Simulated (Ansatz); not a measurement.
Reaction (formal exchange of groups at the Se–C bond): `CC(=N)C[SeH]` + `[Cl][Hf]([Cl])([Cl])[Cl]` → `[Cl][Hf]([Cl])([Cl])[SeH]` + `CC(=N)CCl`

Isolated molecules relaxed with PBE0-D4/def2-TZVP in Ansatz; ΔE leaves out vibrations. CBS: MP2 limit from def2 TZ/QZ plus the TZ coupled-cluster correction, frozen cores. Functionals use def2-TZVPP. B3LYP here is the variant with VWN-RPA as its local correlation; programs differ in this. def2 core potentials past Kr. For Hf, Se outer-core shells are correlated without core-valence functions, which leaves a few kJ/mol of doubt a bond. Scalar relativity is left out up to krypton. Each species was taken in one conformer, which may not be the lowest.

```csv
level,ΔE (kJ/mol),difference from CCSD(T)/CBS
PBE-D4,77.7,-1.6
PBE0-D4,78.5,-0.8
B3LYP-D4,82.2,2.9
ωB97M-V,81.8,2.5
PBE,76.9,-2.4
r2SCAN,81.0,1.7
PBE0,77.9,-1.4
B3LYP,81.0,1.7
HF/def2-TZVPP,84.5,5.2
MP2/def2-TZVPP,81.4,2.1
SCS-MP2/def2-TZVPP,82.1,2.8
CCSD/def2-TZVPP,82.4,3.1
HF/def2-QZVPP,84.8,5.5
SCS-MP2/def2-QZVPP,81.8,2.5
HF/CBS(def2),84.9,5.6
CCSD/CBS(def2),80.7,1.4
CCSD(T)/CBS,79.3,0
```

Largest T1 diagnostic among the species: 0.014.

In def2-TZVPP, CCSD(T) changes the Hartree–Fock value by −3.5 kJ/mol (the triples alone add −1.4 kJ/mol) and MP2 by −3.1 kJ/mol.
